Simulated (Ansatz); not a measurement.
A structure relaxed at r2SCAN-D4/def2-TZVP in Ansatz, charge 1, singlet:

Cartesian coordinates in Å:
```
Ta -1.350 -0.226 -0.158
Se 0.780 0.298 -1.078
Se 0.570 -0.072 1.236
```

**Question.** Give its formula and point group.

**Answer.** TaSe2⁺. Point group C2v (tolerance 0.1 Å).

**Question.** Summarise the bond lengths by kind (pairs closer than 1.2 times the sum of covalent radii, bridged metal pairs left out).

**Answer.** 2 × Se–Ta 2.38 Å; 1 × Se–Se 2.35 Å. The metal has 2 neighbours: Se 2.38 Å, Se 2.38 Å.

In the def2 sets Ta takes a core potential; there is no spin–orbit coupling. The restricted singlet is unstable towards broken spin symmetry in Hartree–Fock (as tested in another run); at r2SCAN-D4/def2-TZVP this wasn't settled. The relaxation made no stability test and no search for a lower SCF solution. No other spin state of charge 1 was run. Another isomer (singlet) lies 1.28 eV lower at PBE0-D4/def2-TZVP; other spin states weren't run for this one.
